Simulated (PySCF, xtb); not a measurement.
C2H3Cl2FSi, SMILES FC([SiH3])=C(Cl)Cl.

Harmonic wavenumbers (cm⁻¹) from GFN2-xTB run with xtb 6.7.1 at its own minimum, in rising order: 97, 109, 128, 201, 280, 290, 354, 434, 466, 561, 568, 749, 757, 761, 777, 862, 1140, 1618, 2295, 2296, 2310.

Problem. What does B3LYP-D3(BJ)/def2-SVP (PySCF) give at its own minimum? (An estimate is asked for; the answer gives what the named calculation found.)

Solution. 87, 107, 140, 237, 292, 311, 373, 482, 501, 644, 682, 810, 921, 943, 944, 966, 1206, 1658, 2241, 2244, 2256. Paired by order, the mean absolute difference is 64 cm⁻¹ and the zero-point energies are 24.4 and 25.8 kcal/mol.
